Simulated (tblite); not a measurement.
Compound: C5H10O3.
Atom-mapped SMILES: `[CH3:1][CH2:2][CH:3]1[O:4][CH2:5][O:6][CH2:7][O:8]1` (hydrogens: H9, H10, H11 on C1; H12, H13 on C2; H14 on C3; H15, H16 on C5; H17, H18 on C7)

Computed with GFN2-xTB (tblite), gas phase: Langevin dynamics at 400 K from the optimised GFN2-xTB geometry, time step 0.5 fs, friction 0.01 fs⁻¹, 2000 steps. The instantaneous temperature is 2·E(kin)/(3Nk) with all 3N coordinates.

| t (fs) | T (K) | E(pot) above start (eV) | C1–C2 (Å) | C2–C3 (Å) | C3–O4 (Å) | O4–C5 (Å) | C5–O6 (Å) | C1–H9 (Å) | C1–C2–C3–O4 (°) |
| --- | --- | --- | --- | --- | --- | --- | --- | --- | --- |
| 0 | 339 | 0.000 | 1.522 | 1.522 | 1.408 | 1.395 | 1.400 | 1.088 | 67 |
| 25 | 271 | 0.408 | 1.549 | 1.513 | 1.396 | 1.415 | 1.400 | 1.031 | 66 |
| 50 | 359 | 0.348 | 1.499 | 1.523 | 1.407 | 1.386 | 1.390 | 1.096 | 69 |
| 75 | 198 | 0.742 | 1.526 | 1.556 | 1.425 | 1.350 | 1.418 | 1.139 | 66 |
| 100 | 345 | 0.648 | 1.567 | 1.513 | 1.424 | 1.389 | 1.416 | 1.047 | 73 |
| 125 | 291 | 0.805 | 1.596 | 1.510 | 1.430 | 1.413 | 1.406 | 1.075 | 65 |
| 150 | 356 | 0.698 | 1.569 | 1.535 | 1.373 | 1.381 | 1.326 | 1.125 | 64 |
| 175 | 334 | 0.599 | 1.536 | 1.561 | 1.400 | 1.398 | 1.408 | 1.071 | 62 |
| 200 | 354 | 0.973 | 1.511 | 1.540 | 1.362 | 1.424 | 1.464 | 1.065 | 45 |
| 225 | 404 | 0.976 | 1.524 | 1.558 | 1.376 | 1.398 | 1.448 | 1.088 | 56 |
| 250 | 309 | 1.179 | 1.592 | 1.564 | 1.442 | 1.334 | 1.355 | 1.091 | 61 |
| 275 | 393 | 0.940 | 1.526 | 1.477 | 1.436 | 1.347 | 1.396 | 1.069 | 63 |
| 300 | 451 | 0.778 | 1.538 | 1.506 | 1.388 | 1.461 | 1.398 | 1.097 | 72 |
| 325 | 487 | 0.747 | 1.537 | 1.514 | 1.476 | 1.455 | 1.431 | 1.111 | 64 |
| 350 | 439 | 0.762 | 1.488 | 1.519 | 1.412 | 1.339 | 1.402 | 1.097 | 70 |
| 375 | 390 | 0.916 | 1.487 | 1.585 | 1.447 | 1.392 | 1.432 | 1.113 | 66 |
| 400 | 381 | 0.677 | 1.558 | 1.495 | 1.382 | 1.423 | 1.362 | 1.120 | 67 |
| 425 | 245 | 0.767 | 1.556 | 1.532 | 1.393 | 1.399 | 1.384 | 1.091 | 73 |
| 450 | 289 | 0.706 | 1.515 | 1.558 | 1.383 | 1.437 | 1.464 | 1.107 | 73 |
| 475 | 352 | 0.524 | 1.508 | 1.541 | 1.448 | 1.371 | 1.367 | 1.095 | 84 |
| 500 | 316 | 0.514 | 1.532 | 1.525 | 1.509 | 1.406 | 1.380 | 1.072 | 79 |
| 525 | 353 | 0.541 | 1.519 | 1.514 | 1.383 | 1.393 | 1.440 | 1.106 | 76 |
| 550 | 278 | 0.736 | 1.553 | 1.510 | 1.376 | 1.410 | 1.418 | 1.094 | 80 |
| 575 | 343 | 0.718 | 1.557 | 1.515 | 1.379 | 1.380 | 1.384 | 1.083 | 71 |
| 600 | 456 | 0.472 | 1.541 | 1.511 | 1.397 | 1.409 | 1.357 | 1.073 | 73 |
| 625 | 421 | 0.598 | 1.548 | 1.544 | 1.395 | 1.416 | 1.403 | 1.104 | 65 |
| 650 | 228 | 1.128 | 1.548 | 1.602 | 1.349 | 1.363 | 1.427 | 1.105 | 61 |
| 675 | 366 | 0.965 | 1.525 | 1.567 | 1.463 | 1.366 | 1.412 | 1.061 | 49 |
| 700 | 433 | 1.011 | 1.515 | 1.487 | 1.425 | 1.362 | 1.387 | 1.099 | 58 |
| 725 | 403 | 0.908 | 1.607 | 1.549 | 1.388 | 1.422 | 1.423 | 1.093 | 50 |
| 750 | 294 | 0.893 | 1.560 | 1.459 | 1.407 | 1.407 | 1.391 | 1.079 | 46 |
| 775 | 406 | 0.907 | 1.495 | 1.498 | 1.472 | 1.376 | 1.394 | 1.117 | 53 |
| 800 | 398 | 0.701 | 1.479 | 1.537 | 1.397 | 1.340 | 1.441 | 1.086 | 56 |
| 825 | 495 | 0.768 | 1.592 | 1.561 | 1.385 | 1.413 | 1.410 | 1.051 | 48 |
| 850 | 380 | 1.193 | 1.639 | 1.588 | 1.484 | 1.487 | 1.400 | 1.102 | 29 |
| 875 | 420 | 0.699 | 1.526 | 1.509 | 1.381 | 1.335 | 1.369 | 1.118 | 29 |
| 900 | 324 | 0.839 | 1.494 | 1.496 | 1.385 | 1.323 | 1.394 | 1.057 | 35 |
| 925 | 323 | 0.920 | 1.555 | 1.503 | 1.395 | 1.390 | 1.404 | 1.051 | 35 |
| 950 | 398 | 0.766 | 1.526 | 1.540 | 1.416 | 1.414 | 1.379 | 1.119 | 45 |
| 975 | 436 | 0.847 | 1.505 | 1.506 | 1.397 | 1.432 | 1.405 | 1.141 | 55 |
| 1000 | 350 | 0.845 | 1.552 | 1.523 | 1.413 | 1.404 | 1.442 | 1.063 | 59 |

**Question.** From 500 fs on, how do temperature and potential energy compare with equipartition?

**Answer.** The mean temperature of these 21 frames is 372 K against the target 400 K, and the mean potential energy 0.81 eV against 48 × kT/2 = 0.83 eV for 48 classical harmonic modes. For 18 atoms in a canonical ensemble the temperature itself scatters by T·√(2/(3N)) = 77 K; here its standard deviation is 63 K. The whole run lasts only 10 friction times of 100 fs, so these averages carry a wide statistical error.

**Question.** What are the kinetic and total energies of the listed frame with the highest potential energy?

**Answer.** The one at 850 fs, 1.193 eV above the start. Its kinetic energy is 3NkT/2 = 0.884 eV at 380 K, so the sum is 2.08 eV; over the listed frames the sum runs from 0.79 to 2.08 eV, since the thermostat adds and removes energy.

**Question.** How much do the listed bonds fluctuate from 500 fs on?

**Answer.** 
| bond | at the start (Å) | mean (Å) | standard deviation (Å) |
| --- | --- | --- | --- |
| C1–C2 | 1.522 | 1.541 | 0.037 |
| C2–C3 | 1.522 | 1.526 | 0.033 |
| C3–O4 | 1.408 | 1.409 | 0.039 |
| O4–C5 | 1.395 | 1.393 | 0.036 |
| C5–O6 | 1.400 | 1.403 | 0.023 |
| C1–H9 | 1.088 | 1.089 | 0.024 |

The motion is classical and holds no zero-point motion.

What follows is the cost of the whole dynamics run. Hardware: an Intel Xeon at 2.50 GHz with one thread, shared host. Cost: 32 s of wall time, 0.18 GiB resident at most.
